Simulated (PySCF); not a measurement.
# State search for BeGe

Unrestricted PBE0; PySCF, no relativity, basis sets Be 6-31G(d,p), Ge 6-31G(d,p). Outer shells of the fragments: Be 2s2; Ge 3d10 4s2 4p2.

Followed along the bond (rough minima from three points):

| 2Ms+1 | unpaired | ⟨S²⟩ at the start | R at minimum (Å) | Te (eV) |
| --- | --- | --- | --- | --- |
| 3 | π ↑↑ | 2.16 | 2.18 | 0.00 |
| 1 | π ↑↓ | 1.00 | 2.17 | 0.27 |
| 3 | σ ↑, π ↑ | 2.00 | 2.35 | 0.54 |
| 1 | σ ↓, π ↑ | 1.01 | 2.35 | 0.63 |
| 1 | none | 0.01 | 2.17 | 0.98 |

Solutions found at the starting distance of 2.120 Å, counted from the lowest of them; the search is not exhaustive and high or unbound solutions are not listed, so other states can lie among these:

```json
{"2Ms+1": "3", "unpaired": "π ↑↑", "term": "³Σ⁻", "E (eV)": "0.00", "⟨S²⟩": "2.16", "⟨Lz²⟩": "0.00", "μ (D)": "-1.85"}
{"2Ms+1": "1", "unpaired": "π ↑↓", "term": "mixed", "E (eV)": "0.27", "⟨S²⟩": "1.00", "⟨Lz²⟩": "2.01", "μ (D)": "-2.14"}
{"2Ms+1": "3", "unpaired": "σ ↑, π ↑", "term": "³Π", "E (eV)": "0.72", "⟨S²⟩": "2.00", "⟨Lz²⟩": "1.00", "μ (D)": "0.21"}
{"2Ms+1": "1", "unpaired": "σ ↓, π ↑", "term": "mixed", "E (eV)": "0.81", "⟨S²⟩": "1.01", "⟨Lz²⟩": "1.00", "μ (D)": "0.11"}
{"2Ms+1": "1", "unpaired": "none", "term": "mixed", "E (eV)": "0.98", "⟨S²⟩": "0.01", "⟨Lz²⟩": "2.00", "μ (D)": "-2.06"}
{"2Ms+1": "3", "unpaired": "σ ↑↑, π ↑↓", "term": "mixed", "E (eV)": "1.64", "⟨S²⟩": "3.01", "⟨Lz²⟩": "2.01", "μ (D)": "0.39"}
{"2Ms+1": "1", "unpaired": "σ ↓↓, π ↑↑", "term": "mixed", "E (eV)": "1.84", "⟨S²⟩": "2.01", "⟨Lz²⟩": "0.00", "μ (D)": "-0.07"}
{"2Ms+1": "3", "unpaired": "σ ↑, π ↑", "term": "³Π", "E (eV)": "2.13", "⟨S²⟩": "2.05", "⟨Lz²⟩": "1.02", "μ (D)": "-2.25"}
{"2Ms+1": "1", "unpaired": "σ ↓, π ↑", "term": "mixed", "E (eV)": "2.49", "⟨S²⟩": "1.13", "⟨Lz²⟩": "1.00", "μ (D)": "-2.25"}
{"2Ms+1": "3", "unpaired": "π ↑↑", "term": "mixed", "E (eV)": "3.11", "⟨S²⟩": "2.08", "⟨Lz²⟩": "2.01", "μ (D)": "-1.03"}
```

A term symbol is given only where ⟨S²⟩ and ⟨Lz²⟩ are close to those of a pure state; real π, δ and φ orbitals otherwise mix terms. A positive dipole means Be(−)Ge(+).

Spin–orbit coupling is left out.
